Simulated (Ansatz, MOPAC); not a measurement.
Spectroscopic constants of MoH+, multiplicity 5 (lowest of 2S+1 = 1, 3, 5, 7, 9 at CCSD(T)/def2-TZVPP on PBE0 minima; our sources give no spin for the ground state, which may be another). No spin–orbit coupling.

Seven points along R, fitted to fifth degree in 1/R; most abundant isotopes. Runs in def2 and cc sets follow the lowest solution found near the PBE0 minimum.

Correlated levels freeze the inner cores; with def2 sets outer-core shells near the valence are correlated too. The state reached by PM6 isn't checked.

Run with Ansatz (Gaussian basis) for Hartree–Fock, density functionals and correlated methods; MOPAC for PM6 (differences of heats of formation). Values without a source in brackets are computed. In def2 rows elements past Kr take small-core potentials, without spin–orbit coupling.

**Question.** What bond length and harmonic frequency does PM6 give?

**Answer.** r_e = 1.697 Å, ω_e = 2222 cm⁻¹.

**Question.** What bond length and harmonic frequency does CAM-B3LYP/def2-TZVPP give?

**Answer.** r_e = 1.670 Å, ω_e = 1964 cm⁻¹.

**Question.** What bond length and harmonic frequency does B2PLYP/def2-TZVPP give?

**Answer.** r_e = 1.666 Å, ω_e = 1976 cm⁻¹.

Ansatz is a first-principles code.
